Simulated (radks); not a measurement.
Results of a calculation; reference values are marked as such.
Q: Valence configurations of the krypton ion Kr2+ (all share [Ar]). Code: a radial shooting solver on a logarithmic mesh with Libxc functionals. Model: Dirac Kohn-Sham, PBE, spin-unpolarised, spherical densities, finite nucleus; open shells are shared between the two j in proportion to 2j + 1; Fermi nuclear charge, rms radius 4.1884 fm. Order these by energy: 3d9.5 4s1.5 4p5; 3d10 4p6; 3d8 4s2 4p6; 3d9 4s2 4p5; 3d9 4s1 4p6; 3d10 4s1 4p5; 3d9.5 4s0.5 4p6; 3d10 4s2 4p4; 3d10 4s1.5 4p4.5.

A: From the lowest, in eV above it: 3d10 4s2 4p4 0.000; 3d10 4s1.5 4p4.5 7.558; 3d10 4s1 4p5 15.147; 3d10 4p6 30.417; 3d9.5 4s1.5 4p5 47.115; 3d9.5 4s0.5 4p6 62.737; 3d9 4s2 4p5 81.633; 3d9 4s1 4p6 97.600; 3d8 4s2 4p6 175.25. NIST lists [Ar] 3d10 4s2 4p4 as the ground configuration; this level of theory agrees among the configurations tried. The energies are those of spherical spin-averaged densities, not of single terms.
